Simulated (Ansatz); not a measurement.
Cost and result up the ladder for diphenyl sulfone, `O=S(=O)(c1ccccc1)c1ccccc1` (25 atoms). Charge 0, multiplicity 1. Geometry: r2SCAN-D4/def2-SVP.

```xyz
25

O    -2.1839   -1.6776    0.4239
S    -0.8769   -1.2217    0.9186
O    -0.2752   -1.7483    2.1520
C     0.3127   -1.4764   -0.4056
C     1.6615   -1.6439   -0.0821
C     2.5793   -1.8497   -1.1150
C     2.1420   -1.8936   -2.4434
C     0.7847   -1.7417   -2.7480
C    -0.1438   -1.5358   -1.7250
C    -0.9660    0.5661    1.0900
C    -1.9301    1.2695    0.3634
C    -1.9995    2.6572    0.5077
C    -1.1200    3.3173    1.3728
C    -0.1724    2.5950    2.1066
C    -0.0924    1.2070    1.9724
H     1.9710   -1.6304    0.9663
H     3.6390   -1.9856   -0.8815
H     2.8645   -2.0573   -3.2481
H     0.4465   -1.7934   -3.7868
H    -1.2129   -1.4400   -1.9323
H    -2.6208    0.7248   -0.2858
H    -2.7491    3.2250   -0.0507
H    -1.1803    4.4038    1.4840
H     0.5014    3.1144    2.7939
H     0.6208    0.6154    2.5525
```

Ansatz on 4 threads of Arm Neoverse V1 on a shared host. Times are rough, and most runs start from the orbitals of an earlier one. PBE0-D4/def2-TZVP serves as the yardstick here, not as an exact answer. Differences are given only for rows in sets of like size (and for xTB, whose basis is part of the method), since another set adds its own error. Binding counts from free atoms at the same level (O triplet, S triplet, C triplet, H doublet; other spins of the atoms weren't run), without zero-point energy or a counterpoise term.

B3LYP takes the VWN-RPA correlation. Correlated methods freeze 19 core orbitals. The rows differ in basis, and correlated rows in double-zeta sets carry the largest basis error.

Run but left out: HF/6-31G (restricted singlet, unstable in another Hartree–Fock run and untested here).

Correlated methods converge slowly with the basis, most of all in double-zeta sets.

```
                            level  functions  wall time  binding energy per atom (eV)  difference from PBE0-D4/def2-TZVP (eV)                  remarks
                  PBE-D4/def2-SVP        264      6.5 s                          5.22                                       –                        –
                   B3LYP-D4/6-31G        159      6.5 s                          4.61                                       –                        –
                 PBE0-D4/def2-SVP        264       13 s                          5.08                                       –                        –
                     MP2/def2-SVP        264       15 s                          4.85                                       –  restricted SCF unstable
                 PBE-D4/def2-TZVP        531       16 s                          5.20                                    0.13                        –
r2SCAN-D4/def2-TZVP (with forces)        531       34 s                          5.03                                   -0.04                        –
  PBE0-D4/def2-TZVP (with forces)        531       73 s                          5.06                                    0.00                        –
```
